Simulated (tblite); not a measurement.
Parent: `[CH3:1][SiH2:2][SiH2:3][F:4]` with C1–Si2–Si3–F4 159°, CH7FSi2.

Structures optimised with GFN2-xTB, isolated species. One conformer each, not checked by frequencies here.

| coordinate of the parent | value |
| --- | --- |
| C1–Si2 | 1.900 Å |
| Si2–Si3 | 2.307 Å |
| Si3–F4 | 1.617 Å |
| C1–Si2–Si3 | 109.7° |
| Si2–Si3–F4 | 107.4° |

Q: How does the shared frame change in `[CH3:1][SiH2:2][Si@H:3]([F:4])[c:5]1[cH:6][cH:7][cH:8][cH:9][n:10]1` with C1–Si2–Si3–F4 171°, Si2–Si3–C5–C6 134°, C6H10FNSi2? Atoms pair as C1 = C1, Si2 = Si2, Si3 = Si3, F4 = F4 (parent first).

A: 
| parent | relative | value in the relative | change |
| --- | --- | --- | --- |
| C1–Si2 | C1–Si2 | 1.897 Å | -0.003 |
| Si2–Si3 | Si2–Si3 | 2.307 Å | 0.000 |
| Si3–F4 | Si3–F4 | 1.629 Å | +0.012 |
| C1–Si2–Si3 | C1–Si2–Si3 | 109.7° | 0.0 |
| Si2–Si3–F4 | Si2–Si3–F4 | 109.7° | +2.3 |

Of the parent's bonds, Si3–F4 changes most (+0.012 Å). Bonds of the relative outside the shared frame: Si3–C5 1.893, C5–C6 1.392, C6–C7 1.384, C7–C8 1.386, C8–C9 1.387, C9–N10 1.319, C5–N10 1.334 Å. Point group C1 → C1.

Q: How does the shared frame change in `[CH3:1][SiH2:2][Si@H:3]([F:4])[C:5]([F:6])=[C:7]([F:8])[F:9]` with C1–Si2–Si3–F4 179°, Si2–Si3–C5–F6 -18°, C3H6F4Si2? Atoms pair as C1 = C1, Si2 = Si2, Si3 = Si3, F4 = F4 (parent first).

A: 
| parent | relative | value in the relative | change |
| --- | --- | --- | --- |
| C1–Si2 | C1–Si2 | 1.897 Å | -0.003 |
| Si2–Si3 | Si2–Si3 | 2.315 Å | +0.008 |
| Si3–F4 | Si3–F4 | 1.615 Å | -0.002 |
| C1–Si2–Si3 | C1–Si2–Si3 | 109.2° | -0.5 |
| Si2–Si3–F4 | Si2–Si3–F4 | 109.6° | +2.2 |

Of the parent's bonds, Si2–Si3 changes most (+0.008 Å). Bonds of the relative outside the shared frame: Si3–C5 1.908, C5–F6 1.356, C5=C7 1.323, C7–F8 1.326, C7–F9 1.328 Å. Point group C1 → C1.

Q: How does the shared frame change in `[CH3:1][CH2:2][O:3][Si@H:4]([F:5])[SiH2:6][CH3:7]` with C1–C2–O3–Si4 -78°, C2–O3–Si4–F5 -49°, O3–Si4–Si6–C7 115°, C3H11FOSi2? Atoms pair as C1 = C7, Si2 = Si6, Si3 = Si4, F4 = F5 (parent first).

A: 
```json
{"parent": "C1–Si2", "relative": "C7–Si6", "value in the relative": "1.902 Å", "change": "+0.002"}
{"parent": "Si2–Si3", "relative": "Si6–Si4", "value in the relative": "2.289 Å", "change": "-0.018"}
{"parent": "Si3–F4", "relative": "Si4–F5", "value in the relative": "1.628 Å", "change": "+0.011"}
{"parent": "C1–Si2–Si3", "relative": "C7–Si6–Si4", "value in the relative": "111.3°", "change": "+1.6"}
{"parent": "Si2–Si3–F4", "relative": "Si6–Si4–F5", "value in the relative": "112.3°", "change": "+4.9"}
```

Of the parent's bonds, Si2–Si3 changes most (-0.018 Å). Bonds of the relative outside the shared frame: C1–C2 1.521, C2–O3 1.404, O3–Si4 1.614 Å. Point group C1 → C1.

All values are computed, not measured.
